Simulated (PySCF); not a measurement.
A GIAO shielding run with PySCF 2.14 (density fitting, non-relativistic, gas phase) on SMILES C=CC(=O)[Si@H](F)CC, C5H9FOSi:

```
$ OMP_NUM_THREADS=1 python probes_run.py task.json out

{"job": {"kind": "nmr", "xc": "PBE0", "basis": "pcSseg-1"}, "charge": 0, "multiplicity": 1}
C     -3.401764     0.130887     0.267563
C     -2.298921     0.101132    -0.472062
C     -0.984442     0.496786     0.079426
O     -0.862269     0.884845     1.228191
Si     0.562767     0.374324    -1.061093
F      0.074619    -0.361954    -2.425569
C      1.883479    -0.707219    -0.235050
C      2.365731    -0.143725     1.100771
H     -4.368226    -0.151798    -0.114531
H     -3.351332     0.448763     1.297475
H     -2.308682    -0.213312    -1.505083
H      1.000766     1.692034    -1.497405
H      1.484189    -1.712355    -0.071689
H      2.737165    -0.823186    -0.906878
H      1.528638     0.006015     1.777665
H      2.858214     0.814841     0.957196
H      3.073070    -0.824048     1.571163
```

Hardware: 1 thread of an Arm Neoverse V2, shared host. The job also computes population analyses, field gradients.

Question: How large is the calculation?

Answer: 70 electrons, 188 basis functions and 996 auxiliary functions.

Question: How long does it take, and how much memory does it need?

Answer: 25 s of wall time, with 14 SCF cycles and 5 response iterations; peak memory 0.79 GiB. Times on a shared host scatter by some tens of per cent.
